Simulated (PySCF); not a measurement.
A geometry optimisation on `[As]#[As]`.

Computed with B3LYP/def2-TZVP geometry optimisation, gas phase (PySCF 2.14.0). Start geometry: GFN2-xTB. A driver script takes a list of jobs; this job's settings line and coordinates (Å) are shown.

Input:
```
{"job": {"xc": "B3LYP", "basis": "def2-TZVP", "grid": 1, "kind": "geom"}, "charge": 0, "multiplicity": 1}
As     1.048431    -0.003564    -0.002034
As    -1.045674     0.004832    -0.012114
```

Output:
```
step   0  E = -4471.84607782  max force = 0.005738
step   1  E = -4471.84613001  max force = 0.001017
step   2  E = -4471.84613141  max force = 0.000127
optimisation converged
```

Energies in Eh; «max force» is the largest Cartesian gradient component in Eh/bohr.

**Question.** How much energy does the optimisation release, in kcal/mol?

**Answer.** E(step 0) − E(last step) = 0.000054 Eh, which is 0.0 kcal/mol.

**Question.** Give the first gradient maximum in eV/Å.

**Answer.** With 1 Eh/bohr = 51.422 eV/Å, 0.295 eV/Å.

Summary of the converged run: final energy -4471.84613 Eh after 2 steps; dipole 0.00 D.

**Question.** Where do the atoms end?

**Answer.** 0.005 Å rms from the input after alignment:
```
atom  x, y, z in Å
As1    1.0513   -0.0080    0.0034
As2   -1.0532    0.0094   -0.0175
```

Time: 5.2 s wall; peak memory 0.49 GiB. Hardware: one thread of an Intel Xeon Platinum 8488C, shared host with 192 logical CPUs at a one-minute load of 20.
Labels such as C1 count atoms from 1, the log's own numbers from 0.
